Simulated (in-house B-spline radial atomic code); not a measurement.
## How G0W0 and RPA depend on the start: C-

Configuration [He] 2s2 2p3, highest spin. Computed with a B-spline radial code for spherical atoms: all electrons, scalar-relativistic (spin-free one-electron X2C), finite nucleus, each spin shell either full or empty, empty states to l = 9 with an (l + 1/2)⁻⁴ tail; G0W0 by contour deformation at full frequency.

| start | mean-field 2p up (eV) | G0W0 (eV) | QP weight | RPA correlation (Eh) |
| --- | --- | --- | --- | --- |
| Hartree-Fock | -2.122 | ? | ? | ? |
| LC-wPBE | -1.663 | ? | ? | ? |
| wB97X | -1.239 | -1.528 | 0.840 | -0.27888 |
| BHandHLYP | -0.012 | -0.927 | 0.640 | -0.28912 |
| CAM-B3LYP | -0.332 | -1.142 | 0.735 | -0.29269 |

(1) What G0W0 level, weight and RPA correlation energy follow from the Hartree-Fock start?

(2) What G0W0 level, weight and RPA correlation energy follow from the LC-wPBE start?

(3) How much of the dependence on the start does G0W0 remove?

Answers

(1) G0W0 level -1.668 eV, weight 0.894, RPA correlation -0.25656 hartree.

(2) G0W0 level -1.553 eV, weight 0.869, RPA correlation -0.27857 hartree.

(3) The mean-field levels span 2.11 eV and the G0W0 levels 0.741 eV. Against 1.262 eV (electron affinity of the neutral atom) the G0W0 removal energies are off by -0.33 to +0.41 eV.
